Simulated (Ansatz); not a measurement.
`C[O][Zn][Cl]` + HBr → `[Cl][Zn][Br]` + CH₃OH at 600 K and 1 bar (ligand exchange at a Zn–O bond).

Program: Ansatz. Geometries: PBE0-D4/def2-TZVP. ΔE: electronic, gas phase. CCSD(T)/CBS is the MP2 limit (def2-TZVPP, def2-QZVPP) plus CCSD(T) − MP2 in def2-TZVPP, frozen cores. This one scheme is used for every species. For Br, Zn outer-core shells are correlated without core-valence functions, which leaves a few kJ/mol of doubt a bond. Scalar relativity is left out up to krypton. One conformer a species, not always the lowest.

```json
{"species": "`C[O][Zn][Cl]`", "CCSD(T)/CBS energy (Eh)": "-2353.24457", "H − E (kJ/mol)": "157.9", "S (J/(mol·K))": "398.6"}
{"species": "HBr", "CCSD(T)/CBS energy (Eh)": "-2573.91920", "H − E (kJ/mol)": "33.5", "S (J/(mol·K))": "219.1"}
{"species": "`[Cl][Zn][Br]`", "CCSD(T)/CBS energy (Eh)": "-4811.59312", "H − E (kJ/mol)": "38.2", "S (J/(mol·K))": "336.0"}
{"species": "CH₃OH", "CCSD(T)/CBS energy (Eh)": "-115.61712", "H − E (kJ/mol)": "163.6", "S (J/(mol·K))": "277.3"}
```

H − E and S are ideal-gas, rigid-rotor, harmonic terms from PBE0-D4/def2-TZVP, for one conformer and one mirror image of each species. 1 Eh = 2625.50 kJ/mol, R = 8.31446 J/(mol·K).

**Question.** By hand: ΔE, ΔH, ΔS and ΔG.

**Answer.** ΔE = (-4811.59312) + (-115.61712) − (-2353.24457) − (-2573.91920) = -0.04647 Eh = -122.0 kJ/mol. Δ(H − E) = 38.2 + 163.6 − 157.9 − 33.5 = 10.4, so ΔH = -111.6 kJ/mol. ΔS = 336.0 + 277.3 − 398.6 − 219.1 = -4.4 J/(mol·K). ΔG = -111.6 − 600 × (-4.4)/1000 = -109.0 kJ/mol.

**Question.** By hand: the equilibrium constant, and the temperature at which ΔG would vanish if ΔH and ΔS stayed fixed.

**Answer.** log₁₀ K = −ΔG/(RT ln 10) = 9.5. ΔG = 0 at ΔH/ΔS = 25364 K, far beyond where these terms or the molecules hold.

The number of gas molecules stays the same, so ΔS is small and ΔH decides. A doubt of 5 kJ/mol in ΔE shifts log₁₀ K by 0.4 here. Other conformers and mirror images would add mixing entropy, several J/(mol·K) or more a flexible species. These are equilibria of isolated gas molecules and say nothing of rates. Largest T1 diagnostic: 0.015 (customary marks: 0.02 for closed shells, 0.045 for open ones).
